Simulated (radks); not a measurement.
Valence configurations of Au IV (all share [Xe]). Method: scalar-relativistic Kohn-Sham, r2SCAN, spin-polarised, spherical densities, finite nucleus; open shells are filled with parallel spins first (spin-orbit coupling, left out, can overturn this in heavy ions); meta-GGA in the generalised Kohn-Sham scheme; Fermi nuclear charge, rms radius 5.4371 fm; computed with a radial shooting solver on a logarithmic mesh with Libxc functionals. Energies are relative to 4f14 5d8; eigenvalues in eV for spin up.

valence                   E (eV)  moment (Bohr magnetons)    e(4f)    e(5d)    e(6p)    e(6s)
4f14 5d8                   0.000                        2  -118.80  -41.706        -        -
4f14 5d7.5 6s0.5           3.250                        3  -121.05  -43.561        -  -34.618
4f14 5d7 6s1               6.296                        4  -123.30  -45.380        -  -36.055
4f13.5 5d7.5 6s0.5 6p0.5  53.324                        4  -130.57  -46.861  -25.654  -36.481
4f13 5d9                  83.224                        2  -131.66  -43.199        -        -
4f13 5d8.5 6s0.5          87.521                        3  -133.99  -45.125        -  -34.886
4f13 5d8 6s1              91.647                        4  -136.32  -47.012        -  -36.376
4f12 5d10                 175.65                        2  -144.84  -44.656        -        -
4f12 5d8 6s2              199.04                        4  -154.63  -52.247        -  -37.917
4f11 5d9 6s2              304.79                        4  -168.46  -53.949        -  -38.196

NIST lists [Xe] 4f14 5d8 as the ground configuration; this level of theory agrees among the configurations tried. The energies are those of spherical high-spin densities, not of single terms.
